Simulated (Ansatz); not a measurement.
Cartesian coordinates (Å):
```xyz
3

Be     0.0000     0.0802     0.0000
H     -1.2424    -0.4181     0.0000
H      1.2424     0.5786     0.0000
```
Charge 0, multiplicity 1.

These are frozen-core CCSD(T)/def2-TZVPP // PBE0-D3(BJ)/def2-TZVP (Ansatz, an electronic-structure program) values and carry that method's errors.

The HF energy is -15.77007 Ha and the MP2 correlation energy comes out as -0.08633 Ha.

**Question.** Estimate the CCSD correlation energy, the (T) correction, the total energy and the T1 diagnostic.

**Answer.** 
```json
{
 "CCSD correlation energy": "-0.10559 Ha",
 "(T) correction": "-0.00058 Ha",
 "CCSD(T) total energy": "-15.87625 Ha",
 "T1 diagnostic": "0.004"
}
```
